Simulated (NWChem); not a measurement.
Molecule: SnH₂, singlet; SMILES [SnH2]

```xyz
3

Sn     0.0000     0.0000     0.0483
H      1.2619     0.0000    -1.2082
H     -1.2619     0.0000    -1.2082
```
Atoms are numbered in this order, from 1.

Low-valent species are run as closed-shell singlets; no triplet was tried in these runs. All runs use the structure optimised with PBE0/def2-SVP. def2 effective core potentials on Sn; no spin-orbit coupling.

Symmetry labels are those of C2v in the frame above (b1 and b2, or b-type labels, depend on it).

Problem. List the 4 lowest vertical singlet excitations and the 4 lowest triplet ones from LDA (Slater exchange, VWN5)/def2-SVP with def2 effective core potentials on Sn, full TDDFT (NWChem).

Solution. 
```json
[
 {"state": "S1", "energy (eV)": "2.19", "oscillator strength": "0.010", "symmetry": "b2", "leading excitation (squared amplitude)": "HOMO → LUMO (1.01)"},
 {"state": "S2", "energy (eV)": "3.29", "oscillator strength": "0.000", "symmetry": "a2", "leading excitation (squared amplitude)": "HOMO−1 → LUMO (1.00)"},
 {"state": "S3", "energy (eV)": "6.35", "oscillator strength": "0.155", "symmetry": "b1", "leading excitation (squared amplitude)": "HOMO → LUMO+1 (0.87)"},
 {"state": "S4", "energy (eV)": "6.76", "oscillator strength": "0.069", "symmetry": "a1", "leading excitation (squared amplitude)": "HOMO → LUMO+2 (0.72)"},
 {"state": "T1", "energy (eV)": "1.38", "oscillator strength": "spin-forbidden", "symmetry": "b2", "leading excitation (squared amplitude)": "HOMO → LUMO (1.01)"},
 {"state": "T2", "energy (eV)": "2.87", "oscillator strength": "spin-forbidden", "symmetry": "a2", "leading excitation (squared amplitude)": "HOMO−1 → LUMO (1.00)"},
 {"state": "T3", "energy (eV)": "4.99", "oscillator strength": "spin-forbidden", "symmetry": "b1", "leading excitation (squared amplitude)": "HOMO → LUMO+1 (0.99)"},
 {"state": "T4", "energy (eV)": "5.82", "oscillator strength": "spin-forbidden", "symmetry": "a1", "leading excitation (squared amplitude)": "HOMO → LUMO+2 (0.71)"}
]
```
